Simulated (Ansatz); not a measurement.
Molecular dynamics of Cl3Ga

The input (input.yaml):

```yaml
crystal:
  periodic: [false, false, false]
  atoms:
    - { symbol: Ga, position_ang: [0.0, 0.0, -5.0e-05] }
    - { symbol: Cl, position_ang: [0.0, 0.0, 2.158168] }
    - { symbol: Cl, position_ang: [1.869141, 0.0, -1.079059] }
    - { symbol: Cl, position_ang: [-1.869141, 0.0, -1.079059] }
basis:
  gaussian: { orbitals: def2-SVP }
hamiltonian:
  xc: blyp
md:
  timestep: 2.0
  n_steps: 150
  ensemble: nvt_nose_hoover
  temperature: 700.0
  initial_velocities: maxwell_boltzmann
  seed: 228525
  nose_hoover: { tau: 1.0, chain_length: 1 }
```

Run as:

```bash
$ ansatz run input.yaml --threads 1 --pin off --max-ram 2048MiB --backend cpu --events-out ev --progress --plain --runs-dir out
```

It starts from a relaxed structure.

Output, in part (one step line in 2, the closing report, with atoms numbered from 0):

```
md step     0: t =     0.00 fs  T =   700.0 K  F+E_penalty+E_count = -89933.38597116 eV  E_kin = 0.180964 eV  conserved = -89933.20500716 eV  (25 SCF iters)
md step     2: t =     4.00 fs  T =   699.9 K  F+E_penalty+E_count = -89933.38232922 eV  E_kin = 0.180951 eV  conserved = -89933.20499594 eV  (24 SCF iters)
md step     4: t =     8.00 fs  T =   699.8 K  F+E_penalty+E_count = -89933.37185449 eV  E_kin = 0.180914 eV  conserved = -89933.20496584 eV  (24 SCF iters)
md step     6: t =    12.00 fs  T =   699.6 K  F+E_penalty+E_count = -89933.35570372 eV  E_kin = 0.180868 eV  conserved = -89933.20492470 eV  (24 SCF iters)
md step     8: t =    16.00 fs  T =   699.5 K  F+E_penalty+E_count = -89933.33551944 eV  E_kin = 0.180834 eV  conserved = -89933.20488056 eV  (24 SCF iters)
md step    10: t =    20.00 fs  T =   699.5 K  F+E_penalty+E_count = -89933.31318338 eV  E_kin = 0.180828 eV  conserved = -89933.20484075 eV  (24 SCF iters)
md step    12: t =    24.00 fs  T =   699.6 K  F+E_penalty+E_count = -89933.29053633 eV  E_kin = 0.180858 eV  conserved = -89933.20481069 eV  (24 SCF iters)
md step    14: t =    28.00 fs  T =   699.8 K  F+E_penalty+E_count = -89933.26906154 eV  E_kin = 0.180913 eV  conserved = -89933.20479429 eV  (24 SCF iters)
md step    16: t =    32.00 fs  T =   700.0 K  F+E_penalty+E_count = -89933.24955566 eV  E_kin = 0.180974 eV  conserved = -89933.20479332 eV  (24 SCF iters)
md step    18: t =    36.00 fs  T =   700.2 K  F+E_penalty+E_count = -89933.23186802 eV  E_kin = 0.181014 eV  conserved = -89933.20480719 eV  (24 SCF iters)
md step    20: t =    40.00 fs  T =   700.2 K  F+E_penalty+E_count = -89933.21480423 eV  E_kin = 0.181013 eV  conserved = -89933.20483204 eV  (25 SCF iters)
md step    22: t =    44.00 fs  T =   700.0 K  F+E_penalty+E_count = -89933.19624018 eV  E_kin = 0.180961 eV  conserved = -89933.20486025 eV  (24 SCF iters)
md step    24: t =    48.00 fs  T =   699.6 K  F+E_penalty+E_count = -89933.17341441 eV  E_kin = 0.180859 eV  conserved = -89933.20487950 eV  (24 SCF iters)
md step    26: t =    52.00 fs  T =   699.0 K  F+E_penalty+E_count = -89933.14332761 eV  E_kin = 0.180715 eV  conserved = -89933.20487438 eV  (24 SCF iters)
md step    28: t =    56.00 fs  T =   698.4 K  F+E_penalty+E_count = -89933.10316539 eV  E_kin = 0.180543 eV  conserved = -89933.20482792 eV  (24 SCF iters)
md step    30: t =    60.00 fs  T =   697.7 K  F+E_penalty+E_count = -89933.05070094 eV  E_kin = 0.180361 eV  conserved = -89933.20472608 eV  (24 SCF iters)
md step    32: t =    64.00 fs  T =   697.0 K  F+E_penalty+E_count = -89932.98468646 eV  E_kin = 0.180193 eV  conserved = -89933.20456086 eV  (24 SCF iters)
md step    34: t =    68.00 fs  T =   696.5 K  F+E_penalty+E_count = -89932.90527460 eV  E_kin = 0.180072 eV  conserved = -89933.20433840 eV  (24 SCF iters)
md step    36: t =    72.00 fs  T =   696.4 K  F+E_penalty+E_count = -89932.81445734 eV  E_kin = 0.180039 eV  conserved = -89933.20407466 eV  (24 SCF iters)
md step    38: t =    76.00 fs  T =   696.8 K  F+E_penalty+E_count = -89932.71665027 eV  E_kin = 0.180149 eV  conserved = -89933.20379046 eV  (24 SCF iters)
md step    40: t =    80.00 fs  T =   698.1 K  F+E_penalty+E_count = -89932.61990622 eV  E_kin = 0.180481 eV  conserved = -89933.20350251 eV  (24 SCF iters)
md step    42: t =    84.00 fs  T =   700.3 K  F+E_penalty+E_count = -89932.53801529 eV  E_kin = 0.181043 eV  conserved = -89933.20324907 eV  (24 SCF iters)
md step    44: t =    88.00 fs  T =   701.9 K  F+E_penalty+E_count = -89932.48972056 eV  E_kin = 0.181463 eV  conserved = -89933.20314458 eV  (24 SCF iters)
md step    46: t =    92.00 fs  T =   701.1 K  F+E_penalty+E_count = -89932.48677859 eV  E_kin = 0.181248 eV  conserved = -89933.20329702 eV  (25 SCF iters)
md step    48: t =    96.00 fs  T =   699.1 K  F+E_penalty+E_count = -89932.52045650 eV  E_kin = 0.180735 eV  conserved = -89933.20362139 eV  (24 SCF iters)
md step    50: t =   100.00 fs  T =   698.1 K  F+E_penalty+E_count = -89932.57035768 eV  E_kin = 0.180467 eV  conserved = -89933.20393325 eV  (24 SCF iters)
md step    52: t =   104.00 fs  T =   698.1 K  F+E_penalty+E_count = -89932.62115531 eV  E_kin = 0.180485 eV  conserved = -89933.20414020 eV  (26 SCF iters)
md step    54: t =   108.00 fs  T =   698.8 K  F+E_penalty+E_count = -89932.66670183 eV  E_kin = 0.180644 eV  conserved = -89933.20424006 eV  (26 SCF iters)
md step    56: t =   112.00 fs  T =   699.5 K  F+E_penalty+E_count = -89932.70693046 eV  E_kin = 0.180828 eV  conserved = -89933.20426726 eV  (25 SCF iters)
md step    58: t =   116.00 fs  T =   700.0 K  F+E_penalty+E_count = -89932.74453896 eV  E_kin = 0.180964 eV  conserved = -89933.20426045 eV  (25 SCF iters)
md step    60: t =   120.00 fs  T =   700.2 K  F+E_penalty+E_count = -89932.78282833 eV  E_kin = 0.181012 eV  conserved = -89933.20424666 eV  (24 SCF iters)
md step    62: t =   124.00 fs  T =   700.0 K  F+E_penalty+E_count = -89932.82443774 eV  E_kin = 0.180963 eV  conserved = -89933.20424091 eV  (25 SCF iters)
md step    64: t =   128.00 fs  T =   699.5 K  F+E_penalty+E_count = -89932.87072350 eV  E_kin = 0.180841 eV  conserved = -89933.20424954 eV  (24 SCF iters)
md step    66: t =   132.00 fs  T =   699.0 K  F+E_penalty+E_count = -89932.92165247 eV  E_kin = 0.180696 eV  conserved = -89933.20427491 eV  (23 SCF iters)
md step    68: t =   136.00 fs  T =   698.5 K  F+E_penalty+E_count = -89932.97605325 eV  E_kin = 0.180580 eV  conserved = -89933.20431710 eV  (24 SCF iters)
md step    70: t =   140.00 fs  T =   698.3 K  F+E_penalty+E_count = -89933.03202144 eV  E_kin = 0.180526 eV  conserved = -89933.20437547 eV  (24 SCF iters)
md step    72: t =   144.00 fs  T =   698.4 K  F+E_penalty+E_count = -89933.08729989 eV  E_kin = 0.180543 eV  conserved = -89933.20444781 eV  (24 SCF iters)
md step    74: t =   148.00 fs  T =   698.7 K  F+E_penalty+E_count = -89933.13957105 eV  E_kin = 0.180618 eV  conserved = -89933.20453011 eV  (24 SCF iters)
md step    76: t =   152.00 fs  T =   699.1 K  F+E_penalty+E_count = -89933.18668281 eV  E_kin = 0.180720 eV  conserved = -89933.20461363 eV  (23 SCF iters)
md step    78: t =   156.00 fs  T =   699.4 K  F+E_penalty+E_count = -89933.22686806 eV  E_kin = 0.180818 eV  conserved = -89933.20468809 eV  (24 SCF iters)
md step    80: t =   160.00 fs  T =   699.7 K  F+E_penalty+E_count = -89933.25898073 eV  E_kin = 0.180890 eV  conserved = -89933.20474169 eV  (24 SCF iters)
md step    82: t =   164.00 fs  T =   699.8 K  F+E_penalty+E_count = -89933.28275622 eV  E_kin = 0.180924 eV  conserved = -89933.20476422 eV  (24 SCF iters)
md step    84: t =   168.00 fs  T =   699.9 K  F+E_penalty+E_count = -89933.29904502 eV  E_kin = 0.180927 eV  conserved = -89933.20475370 eV  (24 SCF iters)
md step    86: t =   172.00 fs  T =   699.8 K  F+E_penalty+E_count = -89933.30987442 eV  E_kin = 0.180914 eV  conserved = -89933.20471829 eV  (24 SCF iters)
md step    88: t =   176.00 fs  T =   699.8 K  F+E_penalty+E_count = -89933.31812531 eV  E_kin = 0.180903 eV  conserved = -89933.20467585 eV  (24 SCF iters)
md step    90: t =   180.00 fs  T =   699.7 K  F+E_penalty+E_count = -89933.32667773 eV  E_kin = 0.180898 eV  conserved = -89933.20464882 eV  (24 SCF iters)
md step    92: t =   184.00 fs  T =   699.8 K  F+E_penalty+E_count = -89933.33725482 eV  E_kin = 0.180901 eV  conserved = -89933.20465234 eV  (24 SCF iters)
md step    94: t =   188.00 fs  T =   699.8 K  F+E_penalty+E_count = -89933.34967363 eV  E_kin = 0.180915 eV  conserved = -89933.20468484 eV  (24 SCF iters)
md step    96: t =   192.00 fs  T =   699.9 K  F+E_penalty+E_count = -89933.36208520 eV  E_kin = 0.180939 eV  conserved = -89933.20473130 eV  (24 SCF iters)
md step    98: t =   196.00 fs  T =   700.0 K  F+E_penalty+E_count = -89933.37196779 eV  E_kin = 0.180964 eV  conserved = -89933.20477366 eV  (24 SCF iters)
md step   100: t =   200.00 fs  T =   700.0 K  F+E_penalty+E_count = -89933.37712810 eV  E_kin = 0.180977 eV  conserved = -89933.20479911 eV  (24 SCF iters)
md step   102: t =   204.00 fs  T =   700.0 K  F+E_penalty+E_count = -89933.37624465 eV  E_kin = 0.180964 eV  conserved = -89933.20480349 eV  (24 SCF iters)
md step   104: t =   208.00 fs  T =   699.9 K  F+E_penalty+E_count = -89933.36895776 eV  E_kin = 0.180926 eV  conserved = -89933.20478796 eV  (24 SCF iters)
md step   106: t =   212.00 fs  T =   699.7 K  F+E_penalty+E_count = -89933.35571306 eV  E_kin = 0.180875 eV  conserved = -89933.20475848 eV  (24 SCF iters)
md step   108: t =   216.00 fs  T =   699.5 K  F+E_penalty+E_count = -89933.33752179 eV  E_kin = 0.180830 eV  conserved = -89933.20472191 eV  (24 SCF iters)
md step   110: t =   220.00 fs  T =   699.4 K  F+E_penalty+E_count = -89933.31572210 eV  E_kin = 0.180808 eV  conserved = -89933.20468425 eV  (24 SCF iters)
md step   112: t =   224.00 fs  T =   699.4 K  F+E_penalty+E_count = -89933.29175634 eV  E_kin = 0.180822 eV  conserved = -89933.20465087 eV  (24 SCF iters)
md step   114: t =   228.00 fs  T =   699.6 K  F+E_penalty+E_count = -89933.26696023 eV  E_kin = 0.180867 eV  conserved = -89933.20462501 eV  (24 SCF iters)
md step   116: t =   232.00 fs  T =   699.9 K  F+E_penalty+E_count = -89933.24236405 eV  E_kin = 0.180929 eV  conserved = -89933.20460885 eV  (24 SCF iters)
md step   118: t =   236.00 fs  T =   700.1 K  F+E_penalty+E_count = -89933.21850104 eV  E_kin = 0.180983 eV  conserved = -89933.20460294 eV  (24 SCF iters)
md step   120: t =   240.00 fs  T =   700.2 K  F+E_penalty+E_count = -89933.19526505 eV  E_kin = 0.181006 eV  conserved = -89933.20460573 eV  (24 SCF iters)
md step   122: t =   244.00 fs  T =   700.1 K  F+E_penalty+E_count = -89933.17188551 eV  E_kin = 0.180982 eV  conserved = -89933.20461308 eV  (24 SCF iters)
md step   124: t =   248.00 fs  T =   699.8 K  F+E_penalty+E_count = -89933.14706768 eV  E_kin = 0.180912 eV  conserved = -89933.20461784 eV  (25 SCF iters)
md step   126: t =   252.00 fs  T =   699.4 K  F+E_penalty+E_count = -89933.11927852 eV  E_kin = 0.180813 eV  conserved = -89933.20461194 eV  (24 SCF iters)
md step   128: t =   256.00 fs  T =   699.0 K  F+E_penalty+E_count = -89933.08707906 eV  E_kin = 0.180708 eV  conserved = -89933.20458935 eV  (24 SCF iters)
md step   130: t =   260.00 fs  T =   698.7 K  F+E_penalty+E_count = -89933.04937436 eV  E_kin = 0.180620 eV  conserved = -89933.20454752 eV  (24 SCF iters)
md step   132: t =   264.00 fs  T =   698.5 K  F+E_penalty+E_count = -89933.00546041 eV  E_kin = 0.180564 eV  conserved = -89933.20448684 eV  (25 SCF iters)
md step   134: t =   268.00 fs  T =   698.4 K  F+E_penalty+E_count = -89932.95480558 eV  E_kin = 0.180538 eV  conserved = -89933.20441123 eV  (24 SCF iters)
md step   136: t =   272.00 fs  T =   698.3 K  F+E_penalty+E_count = -89932.89666153 eV  E_kin = 0.180518 eV  conserved = -89933.20431482 eV  (24 SCF iters)
md step   138: t =   276.00 fs  T =   698.1 K  F+E_penalty+E_count = -89932.82987415 eV  E_kin = 0.180472 eV  conserved = -89933.20417959 eV  (24 SCF iters)
md step   140: t =   280.00 fs  T =   697.8 K  F+E_penalty+E_count = -89932.75332786 eV  E_kin = 0.180383 eV  conserved = -89933.20397586 eV  (24 SCF iters)
md step   142: t =   284.00 fs  T =   697.4 K  F+E_penalty+E_count = -89932.66746018 eV  E_kin = 0.180294 eV  conserved = -89933.20367540 eV  (24 SCF iters)
md step   144: t =   288.00 fs  T =   697.7 K  F+E_penalty+E_count = -89932.57722015 eV  E_kin = 0.180360 eV  conserved = -89933.20329154 eV  (24 SCF iters)
md step   146: t =   292.00 fs  T =   699.1 K  F+E_penalty+E_count = -89932.49573780 eV  E_kin = 0.180732 eV  conserved = -89933.20292325 eV  (24 SCF iters)
md step   148: t =   296.00 fs  T =   700.7 K  F+E_penalty+E_count = -89932.44348216 eV  E_kin = 0.181134 eV  conserved = -89933.20275725 eV  (24 SCF iters)
md step   150: t =   300.00 fs  T =   700.4 K  F+E_penalty+E_count = -89932.43442764 eV  E_kin = 0.181059 eV  conserved = -89933.20288633 eV  (25 SCF iters)
Total energy: -89932.43472123 eV, -3304.9560176117 hartree
Atom 0 at     0.184314    -0.059951     0.209523 Å, force    -2.633621     0.196240    -0.889498 eV/Å
Atom 1 at    -0.260198     0.023139     2.267499 Å, force     0.245806    -0.057980     0.627844 eV/Å
Atom 2 at     1.457597     0.044467    -1.402814 Å, force     2.669498     0.000391    -0.876260 eV/Å
Atom 3 at    -1.559909     0.050305    -1.276822 Å, force    -0.281683    -0.138651     1.137915 eV/Å
Dipole moment:     0.379371    -0.060903     0.370576 e Å
```

The run went to its last step. The conserved energy stayed within 0.57 meV per atom of its start (net change 0.53 meV per atom), so the integration is sound. A run of 0.3 ps of so small a system gives no equilibrium averages.

The same pairs are bonded in the first frame and the last. Pairs count as bonded within 1.25 times the sum of covalent radii (0.12 Å more for H–H).

Last frame:

```xyz
4
Properties=species:S:1:pos:R:3
Ga 0.184 -0.060 0.209
Cl -0.260 0.023 2.268
Cl 1.458 0.044 -1.403
Cl -1.560 0.050 -1.277
```

The run took 6.4 min on 1 thread of Arm Neoverse V1, with other jobs on the host, peak memory 0.13 GiB.
